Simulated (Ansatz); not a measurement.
A nudged elastic band was laid between two geometries of B₂H₇N₃O (13 atoms, charge 0, multiplicity 1).

Level of theory: RKS PBE0-D4/6-31G* in Ansatz 0.2.0.

```
movable images  : 7
climbing image  : yes
spring          : 5.0 eV/Å²
optimiser       : quadratic models (default)
start path      : IDPP
force threshold : 0.03 eV/Å
iteration limit : 60
end points      : relaxed
```

Image 0:

```xyz
13
Properties=species:S:1:pos:R:3
N 0.327 -2.075 0.632
B 0.454 -0.717 0.216
N 1.730 -0.107 0.099
N -0.753 0.031 -0.110
B -0.899 1.389 -0.446
O -2.153 1.868 -0.735
H 1.115 -2.626 0.931
H -0.556 -2.484 0.886
H 2.589 -0.571 0.342
H 1.855 0.822 -0.265
H -1.619 -0.497 -0.109
H 0.055 2.127 -0.481
H -2.125 2.807 -0.944
```

Image 8:

```xyz
13
Properties=species:S:1:pos:R:3
N 0.335 -2.080 0.611
B 0.454 -0.708 0.241
N 1.722 -0.069 0.212
N -0.751 0.026 -0.119
B -0.897 1.378 -0.483
O -2.152 1.849 -0.785
H -0.553 -2.517 0.794
H 1.114 -2.618 0.953
H 2.584 -0.553 0.401
H 1.847 0.862 -0.146
H -1.616 -0.502 -0.113
H 0.056 2.116 -0.533
H -2.123 2.782 -1.017
```

Question: Which bonds break or form, and what moves?

Answer: No bond is made or broken. The dihedral H7–N1–B2–N4 goes from -176 to -11°. The two ends are copies of one structure, up to a mirror image or an exchange of like atoms.

Question: Give the energies along the band, and the barrier.

Answer: The run converged. The highest image is number 4 of 0 to 8, 0.41 eV above the ends, which have the same energy within 2 meV. A vibrational analysis at the climbing image gives one clearly imaginary mode, 356i cm⁻¹: a first-order saddle point.

```json
{"image": "0", "path coordinate (Å)": "0.00", "energy (eV)": "0.00", "dihedral H7–N1–B2–N4 (°)": "-176"}
{"image": "1", "path coordinate (Å)": "0.47", "energy (eV)": "0.04", "dihedral H7–N1–B2–N4 (°)": "172"}
{"image": "2", "path coordinate (Å)": "0.94", "energy (eV)": "0.18", "dihedral H7–N1–B2–N4 (°)": "160"}
{"image": "3", "path coordinate (Å)": "1.41", "energy (eV)": "0.34", "dihedral H7–N1–B2–N4 (°)": "143"}
{"image": "4", "path coordinate (Å)": "1.88", "energy (eV)": "0.41", "dihedral H7–N1–B2–N4 (°)": "121"}
{"image": "5", "path coordinate (Å)": "2.46", "energy (eV)": "0.31", "dihedral H7–N1–B2–N4 (°)": "89"}
{"image": "6", "path coordinate (Å)": "3.03", "energy (eV)": "0.11", "dihedral H7–N1–B2–N4 (°)": "53"}
{"image": "7", "path coordinate (Å)": "3.61", "energy (eV)": "0.00", "dihedral H7–N1–B2–N4 (°)": "12"}
{"image": "8", "path coordinate (Å)": "4.19", "energy (eV)": "0.00", "dihedral H7–N1–B2–N4 (°)": "-11"}
```

Question: What is the geometry of the highest image?

Answer: 
```xyz
13
Properties=species:S:1:pos:R:3
N 0.114 -2.086 0.764
B 0.335 -0.670 0.379
N 1.534 0.015 0.674
N -0.742 -0.010 -0.318
B -0.839 1.306 -0.819
O -1.987 1.691 -1.459
H 0.816 -2.696 0.353
H 0.191 -2.215 1.769
H 2.299 -0.424 1.158
H 1.702 0.977 0.420
H -1.545 -0.613 -0.465
H 0.075 2.084 -0.687
H -1.931 2.606 -1.754
```

Question: What are the harmonic wavenumbers there?

Answer: 356i, 112, 158, 167, 343, 391, 424, 481, 503, 544, 609, 705, 776, 828, 913, 936, 1017, 1037, 1133, 1165, 1256, 1378, 1409, 1548, 1641, 1672, 2595, 3529, 3602, 3611, 3642, 3748, 3884 cm⁻¹.

Run time: 4.3 min on 2 threads of Arm Neoverse V2, on a shared host, peak memory 0.23 GiB.
